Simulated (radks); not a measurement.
Initial-state core-level shifts of neutral cadmium when its valence configuration changes from [Kr] 4d10 5s2. Method: scalar-relativistic Kohn-Sham, PBE, spin-polarised, spherical densities, point nucleus; open shells are filled with parallel spins first (spin-orbit coupling, left out, can overturn this in heavy ions); computed with a radial shooting solver on a logarithmic mesh with Libxc functionals. Shifts are changes of the shell-averaged eigenvalues in eV (positive: less bound).

[
 {"valence": "4d9 5s2 5p1", "2s": "-7.073", "2p": "-7.056", "3p": "-6.959", "3d": "-6.987"},
 {"valence": "4d8 5s2 5p2", "2s": "-14.176", "2p": "-14.138", "3p": "-13.878", "3d": "-13.946"},
 {"valence": "4d10 5s1 5p1", "2s": "-1.687", "2p": "-1.687", "3p": "-1.711", "3d": "-1.707"},
 {"valence": "4d7 5s2 5p3", "2s": "-21.509", "2p": "-21.446", "3p": "-20.955", "3d": "-21.075"},
 {"valence": "4d7 5s1 5p4", "2s": "-22.940", "2p": "-22.873", "3p": "-22.399", "3d": "-22.518"},
 {"valence": "4d10 5s1.5 5p0.5", "2s": "-0.948", "2p": "-0.948", "3p": "-0.959", "3d": "-0.957"},
 {"valence": "4d10 5p2", "2s": "-3.299", "2p": "-3.299", "3p": "-3.347", "3d": "-3.337"},
 {"valence": "4d8 5s1 5p3", "2s": "-15.171", "2p": "-15.129", "3p": "-14.895", "3d": "-14.960"},
 {"valence": "4d9 5s1 5p2", "2s": "-8.287", "2p": "-8.269", "3p": "-8.196", "3d": "-8.221"}
]
